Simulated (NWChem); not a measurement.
System meant: C2H4FNOSi; SMILES O1C=N[Si@@H](C1)F

NWChem input:

```
start job
memory heap 200 mb stack 900 mb global 1100 mb
geometry units angstroms noautosym nocenter noautoz
  F      0.038781     2.001904    -0.642036
  Si    -0.030026     0.792924     0.437945
  C      1.289838    -0.534914     0.098744
  O      0.497793    -1.667455    -0.300491
  C     -0.821734    -1.415605    -0.232246
  N     -1.338993    -0.309538     0.121641
  H     -0.037214     1.434709     1.772541
  H      1.883542    -0.827394     0.979149
  H      1.987211    -0.295680    -0.718753
  H     -1.397074    -2.306275    -0.526758
end
basis spherical
  * library def2-svp
end
dft
  xc m06-2x
  iterations 150
end
property
  shielding
end
task dft property
```

End of the output:

```
 Vector   30  Occ=0.000000D+00  E= 9.039514D-02
              MO Center=  7.1D-01,  1.2D-02,  6.0D-01, r^2= 5.3D+00
   Bfn.  Coefficient  Atom+Function         Bfn.  Coefficient  Atom+Function
  ----- ------------  ---------------      ----- ------------  ---------------
    35      2.109322   3 C  s                26      0.999975   2 Si py
    18     -0.958175   2 Si s               100     -0.900508   9 H  s
    95     -0.864898   8 H  s                25     -0.559228   2 Si px
    40      0.369522   3 C  py               17      0.277538   2 Si s
    77      0.256958   6 N  s                83      0.208310   6 N  pz

 center of mass
 --------------
 x =  -0.05072051 y =   0.06829352 z =  -0.05637144

 moments of inertia (a.u.)
 ------------------
         698.327154056070          -0.529414511728           2.447673107534
          -0.529414511728         311.008665700975           2.166353402534
           2.447673107534           2.166353402534         863.261527051925

     Multipole analysis of the density
     ---------------------------------

     L   x y z        total         alpha         beta         nuclear
     -   - - -        -----         -----         ----         -------
     0   0 0 0     -0.000000    -27.000000    -27.000000     54.000000

     1   1 0 0      0.719208      0.564500      0.564500     -0.409793
     1   0 1 0     -0.405396     -0.121357     -0.121357     -0.162683
     1   0 0 1      0.382484      0.658352      0.658352     -0.934220

     2   2 0 0    -30.835969    -83.343856    -83.343856    135.851743
     2   1 1 0      1.769579      0.012134      0.012134      1.745310
     2   1 0 1      1.006508      0.056548      0.056548      0.893412
     2   0 2 0    -32.040356   -176.136785   -176.136785    320.233213
     2   0 1 1      1.398801     -2.612451     -2.612451      6.623704
     2   0 0 2    -30.054857    -37.342677    -37.342677     44.630497

          -----------------------------------------
          Chemical Shielding Tensors (GIAO, in ppm)
          -----------------------------------------

 ------------------------------------------------------------------------
  xm06: d2 not coded                    0
 ------------------------------------------------------------------------
 ------------------------------------------------------------------------
  current input line :
    25: task dft property
 ------------------------------------------------------------------------
 ------------------------------------------------------------------------
 This error has not yet been assigned to a category
 ------------------------------------------------------------------------
 For more information see the NWChem manual at https://nwchemgit.github.io

0: xm06: d2 not coded:Received an Error in Communication
```

Question: What is wrong, and how is it mended?

Answer: The run crashed. Cause: this functional's second derivatives, which shieldings need, aren't coded here; the fix takes a hybrid GGA instead. This input runs:
```
start job
memory heap 200 mb stack 900 mb global 1100 mb
geometry units angstroms noautosym nocenter noautoz
  F      0.038781     2.001904    -0.642036
  Si    -0.030026     0.792924     0.437945
  C      1.289838    -0.534914     0.098744
  O      0.497793    -1.667455    -0.300491
  C     -0.821734    -1.415605    -0.232246
  N     -1.338993    -0.309538     0.121641
  H     -0.037214     1.434709     1.772541
  H      1.883542    -0.827394     0.979149
  H      1.987211    -0.295680    -0.718753
  H     -1.397074    -2.306275    -0.526758
end
basis spherical
  * library def2-svp
end
dft
  xc pbe0
  iterations 150
end
property
  shielding
end
task dft property
```
It converges to -597.21723 Ha (PBE0/def2-SVP, GIAO).
